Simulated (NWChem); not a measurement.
System: TiH4O3; SMILES [OH][TiH]([OH])[OH]

```xyz
8

Ti     0.0000     0.0000    -0.1447
O      0.4607    -1.6498     0.3003
H      0.0085    -2.4400     0.6083
O     -1.6591     0.4259     0.3003
H     -2.1173     1.2126     0.6083
O      1.1984     1.2239     0.3003
H      2.1088     1.2273     0.6083
H      0.0000     0.0000    -1.8355
```
Atoms are numbered in this order, from 1.

All runs use the structure optimised with PBE0/def2-SVP.

Problem. List the 4 lowest vertical singlet excitations from PBE/def2-SVPD, TDA (NWChem).

Solution. 
```json
[
 {"state": "S1", "energy (eV)": "4.33", "oscillator strength": "0.002", "leading excitation (squared amplitude)": "HOMO → LUMO (1.00)"},
 {"state": "S2", "energy (eV)": "4.33", "oscillator strength": "0.002", "leading excitation (squared amplitude)": "HOMO → LUMO+1 (1.00)"},
 {"state": "S3", "energy (eV)": "5.41", "oscillator strength": "0.008", "leading excitation (squared amplitude)": "HOMO → LUMO+3 (0.56)"},
 {"state": "S4", "energy (eV)": "5.41", "oscillator strength": "0.008", "leading excitation (squared amplitude)": "HOMO → LUMO+2 (0.56)"}
]
```
